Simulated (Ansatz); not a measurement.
The same ligand exchange along the group F, Cl, Br.

Calculated with Ansatz (gas phase, PBE0-D4/def2-TZVP geometries, no zero-point term in ΔE). CBS: MP2 limit from def2 TZ/QZ plus the TZ coupled-cluster correction, frozen cores. This one scheme is used for every species. Elements past krypton have def2 core potentials. For Br, Cd outer-core shells are correlated without core-valence functions, which leaves a few kJ/mol of doubt a bond. Scalar relativity is left out up to krypton. One conformer a species, not always the lowest.

Q: Order these by ΔE at CCSD(T)/CBS, lowest first. (Best estimate.)
A. `[Br][Cd][Br]` + NH₃ → `[NH2][Cd][Br]` + HBr
B. `[Cl][Cd][Cl]` + NH₃ → `[NH2][Cd][Cl]` + HCl
C. `[F][Cd][F]` + NH₃ → `[NH2][Cd][F]` + H–F

A: C (+31.8 kJ/mol), B (+127.7 kJ/mol), A (+154.9 kJ/mol).

Largest T1 diagnostic: 0.018, for `[F][Cd][F]`.
